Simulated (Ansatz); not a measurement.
Ge21H28⁻, a nanocrystal cut from hexagonal germanium. Charge -1, multiplicity 2. Geometry r2SCAN-D4/def2-SVP, that of the neutral singlet; atoms count from 1.

```xyz
49

Ge   -2.409   -3.370    2.455
Ge   -0.418   -2.018    2.846
Ge    2.225   -3.389   -0.697
Ge    4.226   -2.066   -0.266
Ge   -1.708   -3.282   -1.440
Ge   -3.365   -2.849    0.283
Ge    0.299   -1.945   -1.043
Ge    0.003   -0.560    0.947
Ge    3.678    0.300   -0.338
Ge    2.008    0.791    1.363
Ge   -3.934   -0.489    0.214
Ge   -1.948    0.875    0.628
Ge   -2.246    2.219    2.634
Ge    1.407    3.149    1.353
Ge   -0.258    3.559    3.074
Ge    0.731   -0.465   -2.930
Ge    2.735    0.878   -2.507
Ge   -1.212    0.962   -3.248
Ge   -1.503    2.340   -1.267
Ge    2.185    3.247   -2.538
Ge    0.500    3.686   -0.841
H    -2.043   -4.866    2.513
H    -3.450   -3.095    3.556
H     0.806   -2.929    3.071
H    -0.600   -1.162    4.116
H     1.948   -4.331    0.492
H     2.433   -4.266   -1.948
H     4.804   -2.422    1.118
H     5.300   -2.387   -1.324
H    -1.325   -4.777   -1.443
H    -2.292   -2.948   -2.827
H    -4.625   -3.709    0.039
H     4.939    1.159   -0.085
H     2.563    0.407    2.755
H    -4.997   -0.168    1.284
H    -4.534   -0.132   -1.161
H    -2.534    1.291    3.831
H    -3.471    3.138    2.452
H     2.671    4.004    1.605
H     0.324    3.196    4.455
H    -0.633    5.054    3.097
H     0.961   -1.320   -4.198
H     3.773    0.569   -3.610
H    -2.464    0.081   -3.444
H    -1.047    1.839   -4.506
H    -2.709    3.288   -1.465
H     3.449    4.084   -2.253
H     1.653    3.648   -3.929
H     0.103    5.179   -0.875
```

Single mean-field runs in def2-TZVP are fitted with def2-universal-jkfit. The highest occupied level of the charge -1 doublet lies above zero (up to 0.33 eV). By energy differences its removal costs 0.62 eV (vertical, to the charge 0 singlet, at PBE0-D4/def2-TZVP); self-interaction error and the lack of diffuse functions both raise the level.

Q: Estimate the Mulliken populations of the heavy atoms from the PBE0/def2-TZVP orbitals of Ansatz.

A: 
```tsv
atom	charge (e)	spin (α − β)
Ge1	-0.01	0.03
Ge2	0.03	0.04
Ge3	0.00	0.09
Ge4	-0.02	0.07
Ge5	0.05	0.02
Ge6	-0.13	0.01
Ge7	-0.18	0.00
Ge8	-0.23	0.13
Ge9	-0.06	-0.01
Ge10	0.03	0.09
Ge11	0.05	0.02
Ge12	-0.18	0.00
Ge13	0.00	0.09
Ge14	-0.06	-0.01
Ge15	-0.02	0.07
Ge16	0.03	0.05
Ge17	-0.03	0.05
Ge18	-0.02	-0.01
Ge19	0.03	0.05
Ge20	0.00	-0.01
Ge21	-0.03	0.05
```
Mulliken values and Mayer orders depend strongly on the basis.

Q: Where does the spin sit?

A: Summed by element: Ge 0.83, H 0.17, of 1 unpaired in all. Largest on single atoms: Ge8 0.13, Ge10 0.09, Ge13 0.09.

Q: And the Mayer bond orders between bonded heavy atoms (over 0.3)?

A: Ge1–Ge2 0.86 (2.44 Å); Ge1–Ge6 0.87 (2.43 Å); Ge2–Ge8 0.81 (2.43 Å); Ge3–Ge4 0.91 (2.44 Å); Ge3–Ge7 0.76 (2.43 Å); Ge4–Ge9 0.82 (2.43 Å); Ge5–Ge6 0.88 (2.43 Å); Ge5–Ge7 0.84 (2.44 Å); Ge6–Ge11 0.88 (2.43 Å); Ge7–Ge8 0.86 (2.44 Å); Ge7–Ge16 0.86 (2.44 Å); Ge8–Ge10 0.86 (2.45 Å); Ge8–Ge12 0.86 (2.44 Å); Ge9–Ge10 0.82 (2.43 Å); Ge9–Ge17 0.85 (2.43 Å); Ge10–Ge14 0.82 (2.43 Å); Ge11–Ge12 0.84 (2.44 Å); Ge12–Ge13 0.76 (2.43 Å); Ge12–Ge19 0.86 (2.44 Å); Ge13–Ge15 0.91 (2.44 Å); Ge14–Ge15 0.82 (2.43 Å); Ge14–Ge21 0.85 (2.43 Å); Ge16–Ge17 0.85 (2.45 Å); Ge16–Ge18 0.87 (2.43 Å); Ge17–Ge20 0.87 (2.43 Å); Ge18–Ge19 0.87 (2.43 Å); Ge19–Ge21 0.85 (2.45 Å); Ge20–Ge21 0.87 (2.43 Å).
